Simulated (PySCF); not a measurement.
**UHF on F³⁺ (fluorine, charge +3)**

Configuration: [He] 2s2 2p2, high-spin 3P determinant. Calculation: PySCF 2.14, in aug-cc-pVDZ-DK (4s3p2d, 23 functions); the spin-free X2C one-electron Hamiltonian (Gaussian nucleus).

```json
{
 "Total energy": "-95.377085 hartree",
 "One-electron energy": "-118.1146 hartree",
 "Hartree (Coulomb) energy": "31.1866 hartree",
 "Exchange energy": "-8.4490 hartree",
 "⟨S²⟩": "2.0033",
 "⟨L²⟩": "2.005",
 "Sum of ⟨r⟩": "3.764 bohr",
 "Sum of ⟨r²⟩": "3.602 bohr²",
 "Traceless quadrupole moment −½Σ⟨3z² − r²⟩ along its main axis": "0.333 e·bohr²",
 "Langevin diamagnetic susceptibility": "-2.85 ×10⁻⁶ cm³/mol",
 "Time after the integrals": "0.09 s of wall time on 1 thread of Neoverse-N1 (shared host)"
}
```

```
shell  electrons  mean orbital energy (hartree)  rms radius, mean of both spins (bohr)
 1s α          1                      -29.38853                                  0.203
 1s β          1                      -29.25527                                  0.203
 2s α          1                       -3.98619                                  0.964
 2s β          1                       -3.54002                                  0.964
 2p α          2                       -3.23476                                  0.911
```
